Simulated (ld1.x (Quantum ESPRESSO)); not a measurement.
Before and after: RRKJ potential for C

* Element: C
* Generator: ld1.x (Quantum ESPRESSO) 7.5
* Type: norm-conserving RRKJ (Kleinman–Bylander form)
* Functional: LDA (PZ)
* Relativity: scalar-relativistic
* Frozen core: [He]
* Valence charge: 4
* Reference configuration: 2s1.5 2p2.5
* Partial waves: 2p (bound): rc 2.20 bohr; 3d channel at -0.15 Ry: rc 1.80 bohr; 2s (bound): rc 1.00 bohr
* Local potential: the s channel
* Core correction: a·sin(br)/r model core inside 0.75 bohr
* rho0: 0.001

All-electron outer shells of the reference configuration (LDA (PZ), scalar-relativistic, ld1.x):

| shell | level (eV) | outermost node (bohr) | outermost maximum (bohr) |
| --- | --- | --- | --- |
| 1s | -271.24 | – | 0.18 |
| 2s | -13.87 | 0.38 | 1.22 |
| 2p | -5.63 | – | 1.19 |

Change: all radii but the core radius scaled by about 0.96 (s 0.96, p 2.10, d 1.72 bohr).

Cutoffs: the cutoffs (Ry, on a coarse ladder) from which the occupation-weighted sum of valence levels, in a spherical-Bessel basis at the reference potential, stays within 10 and 1 mRy of its value at 400 Ry; they do not see the model core or the augmentation charge, which bear on the density cutoff. Errors are all-electron minus pseudo energies relative to the spin-unpolarised reference configuration.

What does the change do?

The potential gets neither clearly harder nor softer (35 Ry and 90 Ry → 35 Ry and 90 Ry); of the 9 tests that both files solve, the error grows in 1 and shrinks in 4 by more than 15 % and 0.3 meV (median size 22.3 → 18.6 meV); neither file shows a bound ghost.

| quantity | base | changed |
| --- | --- | --- |
| cutoff, loose | 35 Ry | 35 Ry |
| cutoff, tight | 90 Ry | 90 Ry |
| bound ghosts | none | none |
| error for 2s2 2p2, meV [ΔE -4.12 eV] | -0.3 | +0.4 |
| error for 2s2 2p1, meV [ΔE 6.87 eV] | +90 | +74 |
| error for 2s2 2p0, meV [ΔE 31.13 eV] | +589 | +486 |
| error for 2s1 2p2, meV [ΔE 15.37 eV] | -13 | -10 |
| error for 2s1 2p3, meV [ΔE 4.13 eV] | -0.2 | +0.4 |
| error for 2s2 2p2.3, meV [ΔE -5.32 eV] | -5.0 | -3.4 |
| error for 2s2 2p1.5, meV [ΔE -0.09 eV] | +22 | +19 |
| error for 2s1.5 2p2.5 (spin-polarised), meV [ΔE -2.72 eV] | +107 | +116 |
| error for 2s2 2p2 (spin-polarised), meV [ΔE -5.24 eV] | +33 | +39 |
